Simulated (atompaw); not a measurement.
# Reading a pseudo-wave (cerium)

Columns: radius, all-electron u(r) and pseudo u(r) of the 5s shell (level -40.61 eV) of cerium in the configuration [Kr] 4d10 4f1 5s2 5p6 5d1 6s2 6p0; PBEsol, scalar-relativistic, PAW (atompaw) scheme, atompaw 4.2.0.5.

| r (bohr) | all-electron | pseudo |
| --- | --- | --- |
| 0.115 | -0.0329 | 0.1624 |
| 0.231 | 0.3284 | 0.3217 |
| 0.346 | -0.1428 | 0.4709 |
| 0.462 | -0.4965 | 0.6085 |
| 0.577 | -0.4623 | 0.7288 |
| 0.692 | -0.1845 | 0.8302 |
| 0.808 | 0.1672 | 0.9112 |
| 0.923 | 0.4813 | 0.9692 |
| 1.038 | 0.7176 | 1.0044 |
| 1.154 | 0.8705 | 1.0172 |
| 1.269 | 0.9476 | 1.0087 |
| 1.385 | 0.9662 | 0.9808 |
| 1.500 | 0.9422 | 0.9365 |
| 1.615 | 0.8899 | 0.8788 |
| 1.731 | 0.8200 | 0.8105 |
| 1.846 | 0.7423 | 0.7364 |
| 1.962 | 0.6615 | 0.6588 |
| 2.077 | 0.5832 | 0.5824 |
| 2.192 | 0.5094 | 0.5092 |
| 2.308 | 0.4408 | 0.4408 |
| 2.423 | 0.3795 | 0.3795 |
| 2.538 | 0.3250 | 0.3250 |
| 2.654 | 0.2766 | 0.2766 |
| 2.769 | 0.2349 | 0.2349 |
| 2.885 | 0.1986 | 0.1986 |
| 3.000 | 0.1677 | 0.1677 |

Q: How many radial nodes do the two functions have?

A: The all-electron 5s function has n − l − 1 = 4 (the table is too coarse to show those close to the nucleus); the pseudo-wave has 0, since the states of the same l below it are removed with the core.

Q: At about which radius was the pseudo-wave matched?

A: 2.35 bohr. The columns agree to 0.0005 from 2.19 bohr on; several derivatives are matched, so the curves merge somewhat inside the radius.

Q: Is the pseudo-wave norm-conserving?

A: No, it belongs to a PAW set: the norm inside the radius is not constrained, and the difference is carried by the augmentation charge.
